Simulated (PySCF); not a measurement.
GeF2Cl2, SMILES [Ge]([F])([F])([Cl])[Cl].

The structure is a stationary point at B3LYP-D3(BJ)/def2-SVP.

Computed with PBE/def2-TZVP run with PySCF.

Q: Estimate the frontier levels, gap, dipole moment and polarisability. (An estimate is asked for; the answer gives what the named calculation found.)

A: 
```yaml
highest_occupied_level: -8.63 eV
lowest_empty_level: -3.25 eV
orbital_gap: 5.38 eV
dipole_moment: 1.13 D
quadrupole, principal values (traceless, Buckingham form, about the centre of nuclear charge): -2.55, -0.95, 3.50 D·Å
mean_static_polarisability: 50.7 bohr³ (7.51 Å³)
polarisability_principal_values: 40.7, 48.0, 63.3 bohr³
```
